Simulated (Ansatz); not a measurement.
Basis-set extrapolation for `O=COC(F)[SiH3]` (PBE0-D4/def2-TZVP geometry, frozen core, Ansatz 0.2.0). Multiplicity 1, RHF reference.

```tsv
	def2-TZVPP	def2-QZVPP
HF	-616.882797	-616.906397
MP2 correlation	-1.154926	-1.246920
CCSD(T) correlation	-1.232936	not run
```

Energies in hartree. Use E(X) = E(∞) + A·exp(−7.88·√X) for Hartree–Fock and E(X) = E(∞) + B·X^(−2.97) for correlation, with X = 3 and 4, and add CCSD(T) minus MP2 of the smaller set to the MP2 limit.

Question: What is the CCSD(T) energy at the basis-set limit?

Answer: HF limit: -616.906397 + (-0.023600) × 0.13774 = -616.90965. MP2 limit: -1.246920 + (-0.091994) × 0.74074 = -1.31506. Higher-order term: -1.232936 − (-1.154926) = -0.07801. Total: -618.30272 hartree, 490.9 kJ/mol below CCSD(T)/def2-TZVPP.
